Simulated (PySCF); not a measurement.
A PySCF script (with the pyscf-properties extension) for the NMR shieldings of `C1C[Si@@H](O[SiH2]C)O[SiH2]1`, C3H12O2Si3, on a PBE0-D3(BJ)/def2-SVP geometry:

```python
import basis_set_exchange as bse
import numpy as np
from pyscf import gto, dft
from pyscf.prop import nmr

atoms = """
C     2.148737    1.254316    0.276274
Si    2.545576   -0.517965   -0.165131
O     1.155789   -1.433532   -0.222310
Si   -0.421609   -1.530042    0.243382
C    -1.605787   -1.057598   -1.145533
C    -1.810976    0.472101   -1.062139
Si   -1.756209    0.917087    0.780061
O    -0.776268   -0.324780    1.354614
H     3.066501    1.861333    0.322970
H     1.480038    1.708615   -0.471847
H     1.648894    1.300955    1.255766
H     3.190264   -0.596593   -1.510058
H     3.474425   -1.108566    0.845030
H    -0.638572   -2.867651    0.849301
H    -1.255457   -1.381671   -2.138445
H    -2.560855   -1.581714   -0.962832
H    -2.729933    0.804622   -1.570571
H    -0.974619    0.994260   -1.558744
H    -3.096053    0.855207    1.437906
H    -1.134705    2.242438    1.067582
"""
names = dict.fromkeys(["C", "Si", "O", "H"], "pcSseg-1")
basis = {el: gto.basis.parse(bse.get_basis(n, elements=[el], fmt="nwchem")) for el, n in names.items()}
mol = gto.M(atom=atoms, basis=basis, charge=0, verbose=0)
mf = dft.RKS(mol, xc="PBE0")
mf.grids.level = 2
mf.grids.alignment = dft.numint.BLKSIZE   # the property module wants whole blocks of grid points
mf.conv_tol = 1e-9
mf.kernel()

calc = nmr.RKS(mf)   # GIAO
C = mf.mo_coeff
Co = C[:, mf.mo_occ > 0]
resp = mf.gen_response(singlet=True, hermi=2)
def vind(x):   # induced exchange potential for any number of trial vectors
    d = np.einsum("pi,xij,qj->xpq", C, 2 * x.reshape(-1, C.shape[1], Co.shape[1]), Co, optimize=True)
    return np.einsum("xpq,pi,qj->xij", resp(d - d.transpose(0, 2, 1)), C, Co, optimize=True).ravel()
mo1, _ = nmr.rhf.solve_mo1(calc, with_cphf=vind)
sigma = calc.kernel(mo1)
for i, s in enumerate(sigma):   # ppm
    w = np.linalg.eigvalsh((s + s.T) / 2)
    print("%2d %-2s iso %8.1f  s11 %8.1f  s22 %8.1f  s33 %8.1f" % (i, mol.atom_pure_symbol(i), w.mean(), *w))
```

**Question.** What are the results?

**Answer.** 
```
 0 C  iso    183.7  s11    171.0  s22    185.3  s33    194.8
 1 Si iso    367.1  s11    318.6  s22    361.0  s33    421.8
 2 O  iso    265.8  s11    234.1  s22    247.0  s33    316.2
 3 Si iso    360.1  s11    334.3  s22    358.3  s33    387.6
 4 C  iso    173.3  s11    170.7  s22    171.9  s33    177.3
 5 C  iso    178.2  s11    166.6  s22    177.4  s33    190.5
 6 Si iso    353.8  s11    302.3  s22    340.4  s33    418.8
 7 O  iso    256.9  s11    163.5  s22    286.9  s33    320.3
 8 H  iso     31.3  s11     27.1  s22     27.3  s33     39.5
 9 H  iso     30.9  s11     26.6  s22     30.3  s33     35.8
10 H  iso     30.4  s11     26.0  s22     30.0  s33     35.2
11 H  iso     26.3  s11     22.6  s22     24.5  s33     31.6
12 H  iso     26.1  s11     22.4  s22     24.4  s33     31.6
13 H  iso     26.2  s11     22.2  s22     23.6  s33     32.8
14 H  iso     30.2  s11     26.5  s22     27.0  s33     37.1
15 H  iso     30.9  s11     26.0  s22     28.1  s33     38.6
16 H  iso     30.4  s11     25.1  s22     27.4  s33     38.6
17 H  iso     30.3  s11     26.6  s22     27.7  s33     36.8
18 H  iso     26.4  s11     22.7  s22     23.8  s33     32.7
19 H  iso     26.2  s11     22.8  s22     25.0  s33     30.7
```

These numbers come from an equivalent density-fitted implementation of the same equations, which agrees with the script to about 0.01 ppm for H and up to a few tenths of a ppm for heavy atoms, so last digits may differ.

**Question.** Turn these shieldings into chemical shifts. Chemical shifts δ = σref − σ; TMS for 13C (σref 184.41), 29Si (σref 351.99), 1H (σref 31.27); H2O for 17O (σref 334.56), all at this level.

**Answer.** Averaging equivalent atoms: C 4: 11.1; C 5: 6.2; C 0: 0.7; Si 6: -1.8; Si 3: -8.1; Si 1: -15.2; O 7: 77.7; O 2: 68.8; H 12: 5.14; H 19: 5.11; H 13: 5.07; H 11: 5.02; H 18: 4.86; H 14: 1.07; H 17: 0.92; H 16: 0.91; H 8/9/10: 0.41; H 15: 0.34 ppm. Experimental scales use liquid or dissolved standards, which lie at an offset from isolated H2O (liquid H2O: subtract about 36 ppm).

Size and cost of the density-fitted run: 217 basis functions, 82 s wall time on 1 thread of an Arm Neoverse N1, shared host; peak memory 0.98 GiB.
